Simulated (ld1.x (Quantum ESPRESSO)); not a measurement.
## PBE ultrasoft dataset for Au (Z = 79), scalar-relativistic all-electron reference.

Input for ld1.x (Quantum ESPRESSO) 7.5:

```
&input
   title='Au', zed=79., rel=1, dft='PBE', iswitch=3,
   config='[Xe] 4f14 5d10 6s1 6p0',
   nld=3, rlderiv=2.95, eminld=-6.0, emaxld=5.0, deld=0.02
 /
 &inputp
   pseudotype=3, tm=.true., lloc=-1, rcloc=2.55,
   nlcc=.true., rcore=1.45,
   which_augfun='PSQ', rmatch_augfun_nc=.true.,
   file_pseudopw='Au.UPF', file_wfcaegen='ae.wfc', file_wfcncgen='nc.wfc', file_beta='beta', file_chi='chi', file_wfcusgen='us.wfc'
 /
6
6S  1  0   1.00   0.00  2.35  2.70  0.0
6S  1  0   0.00  -0.10  2.35  2.70  0.0
5P  2  1   6.00   0.00  1.50  1.85  0.0
6P  3  1   0.00   0.00  1.50  1.85  0.0
5D  3  2  10.00   0.00  2.10  2.45  0.0
5D  3  2   0.00   3.45  2.10  2.45  0.0
 &test
   configts(1)='5p6 5d10 6s1 6p0'
 /
```

Command:

```bash
ld1.x < Au.in > Au.out
```

The program printed (shortened: banner, matrices, multipoles, cross overlaps and the repeated all-electron block are left out):

```
Program LD1 v.7.5
     --------------------------- All-electron run ----------------------------

     Au
     scalar relativistic calculation

     atomic number is 79.00
     dft =PBE   lsd =0 sic =0 latt =0  beta=0.20 tr2=1.0E-14
     Exchange-correlation= PBE
                           (   1   4   3   4   0   0   0)
     mesh =1279 r(mesh) = 100.03820 a.u. xmin = -7.00 dx = 0.01250
     1 Ry =  13.60569312 eV, c = 137.03599908

     n l     nl                  e(Ry)          e(Ha)          e(eV)
     1 0     1S 1( 2.00)     -5937.8510     -2968.9255    -80788.5789
     2 0     2S 1( 2.00)     -1047.6448      -523.8224    -14253.9334
     2 1     2P 1( 6.00)      -905.5357      -452.7678    -12320.4405
     3 0     3S 1( 2.00)      -247.2699      -123.6349     -3364.2783
     3 1     3P 1( 6.00)      -206.0597      -103.0298     -2803.5848
     4 0     4S 1( 2.00)       -53.6700       -26.8350      -730.2170
     4 1     4P 1( 6.00)       -40.1602       -20.0801      -546.4072
     3 2     3D 1(10.00)      -162.0868       -81.0434     -2205.3027
     5 0     5S 1( 2.00)        -7.9649        -3.9825      -108.3683
     5 1     5P 1( 6.00)        -4.3939        -2.1969       -59.7817
     4 2     4D 1(10.00)       -23.9531       -11.9765      -325.8979
     4 3     4F 1(14.00)        -5.9624        -2.9812       -81.1221
     5 2     5D 1(10.00)        -0.5054        -0.2527        -6.8769
     6 0     6S 1( 1.00)        -0.4235        -0.2117        -5.7619
     6 1     6P 1( 0.00)        -0.0566        -0.0283        -0.7702

     final scf error:  3.7E-15 reached in  36 iterations

     Etot =  -38023.750736 Ry,  -19011.875368 Ha, -517339.483893 eV

     Ekin =   42555.914499 Ry,   21277.957249 Ha,  579002.713236 eV
     Encl =  -94627.523971 Ry,  -47313.761986 Ha,-1287473.052139 eV
     Eh   =   14772.435361 Ry,    7386.217681 Ha,  200989.222207 eV
     Exc  =    -724.576625 Ry,    -362.288312 Ha,   -9858.367198 eV

     normalization and overlap integrals

     s(1S/1S) =  1.000000  <r> =   0.0169  <r2> =    0.0004  r(max) =   0.0104
     s(2S/2S) =  1.000000  <r> =   0.0711  <r2> =    0.0060  r(max) =   0.0604
     s(2P/2P) =  1.000000  <r> =   0.0642  <r2> =    0.0050  r(max) =   0.0501
     s(3S/3S) =  1.000000  <r> =   0.1838  <r2> =    0.0386  r(max) =   0.1704
     s(3P/3P) =  1.000000  <r> =   0.1851  <r2> =    0.0397  r(max) =   0.1683
     s(4S/4S) =  1.000000  <r> =   0.4070  <r2> =    0.1869  r(max) =   0.3841
     s(4P/4P) =  1.000000  <r> =   0.4335  <r2> =    0.2136  r(max) =   0.4038
     s(3D/3D) =  1.000000  <r> =   0.1677  <r2> =    0.0329  r(max) =   0.1378
     s(5S/5S) =  1.000000  <r> =   0.9270  <r2> =    0.9644  r(max) =   0.8441
     s(5P/5P) =  1.000000  <r> =   1.0731  <r2> =    1.3040  r(max) =   0.9565
     s(4D/4D) =  1.000000  <r> =   0.4584  <r2> =    0.2428  r(max) =   0.4088
     s(4F/4F) =  1.000000  <r> =   0.4987  <r2> =    0.3015  r(max) =   0.3746
     s(5D/5D) =  1.000000  <r> =   1.6193  <r2> =    3.1846  r(max) =   1.2129
     s(6S/6S) =  1.000000  <r> =   2.8675  <r2> =    9.5123  r(max) =   2.3234
     s(6P/6P) =  1.000000  <r> =   5.0740  <r2> =   31.4105  r(max) =   3.6439

     ------------------------ End of All-electron run ------------------------

     --------------------- Generating US pseudopotential ---------------------

      Generating local potential from pseudized AE potential:
      Matching radius rcloc =   2.5500

      Local pseudo, rcloc= 2.536 Estimated cut-off energy=     3.92 Ry

      Computing core charge for nlcc:

       r > 1.46 : true rho core
       r < 1.46 : rho core = a sin(br)/r    a=   1.44  b=   1.91

      Integrated core pseudo-charge :   1.32
      Wfc-us  6S rcutus= 2.733  Estimated cut-off energy=     6.27 Ry
      Wfc-us  6S rcutus= 2.733  Estimated cut-off energy=     6.93 Ry
      Wfc-us  5P rcutus= 1.832  Estimated cut-off energy=    25.97 Ry
      Wfc-us  6P rcutus= 1.832  Estimated cut-off energy=    48.19 Ry
      Wfc-us  5D rcutus= 2.473  Estimated cut-off energy=    19.41 Ry
      Wfc-us  5D rcutus= 2.473  Estimated cut-off energy=    18.80 Ry

     Q pseudized with Bessel functions
     Expected ecutrho=     199.9487 due to l1=  1   l2=  2

     ------------------- End of pseudopotential generation -------------------

     Computing logarithmic derivative in   2.96484
     Computing logarithmic derivative in   2.96484
     Computing the partial wave expansion
     R is outside the sphere for l=    0 j= 0.00
     R is outside the sphere for l=    0 j= 0.00
     R is outside the sphere for l=    1 j= 0.00
     R is outside the sphere for l=    1 j= 0.00
     R is outside the sphere for l=    2 j= 0.00
     R is outside the sphere for l=    2 j= 0.00

     ---------------------- Testing the pseudopotential ----------------------

     Au
     scalar relativistic calculation

     atomic number is 79.00   valence charge is 17.00
     dft =PBE   lsd =0 sic =0 latt =0  beta=0.20 tr2=1.0E-14
     mesh =1279 r(mesh) = 100.03820 xmin = -7.00 dx = 0.01250

     n l     nl             e AE (Ry)        e PS (Ry)    De AE-PS (Ry)
     2 1     5P   1( 6.00)       -4.39388       -4.39388       -0.00000
     3 2     5D   1(10.00)       -0.50544       -0.50544        0.00000
     1 0     6S   1( 1.00)       -0.42349       -0.42349        0.00000
     3 1     6P   1( 0.00)       -0.05661       -0.05661       -0.00000

     eps = 6.1E-17  iter =  4

     Etot =  -38023.750736 Ry,  -19011.875368 Ha, -517339.483893 eV
     Etotps =  -207.878898 Ry,    -103.939449 Ha,   -2828.336488 eV

     Ekin =      39.662691 Ry,      19.831346 Ha,     539.638404 eV
     Encl =    -387.657634 Ry,    -193.828817 Ha,   -5274.350807 eV
     Ehrt =     180.521271 Ry,      90.260635 Ha,    2456.117011 eV
     Ecxc =     -23.728565 Ry,     -11.864282 Ha,    -322.843573 eV
     (Ecc =      -1.060539 Ry,      -0.530270 Ha,     -14.429374 eV)
     Epseu=     -16.676660 Ry,      -8.338330 Ha,    -226.897523 eV

     ---------------------- End of pseudopotential test ----------------------
```

Generation and configuration tests took about 1.9 s on one core of a shared server CPU.
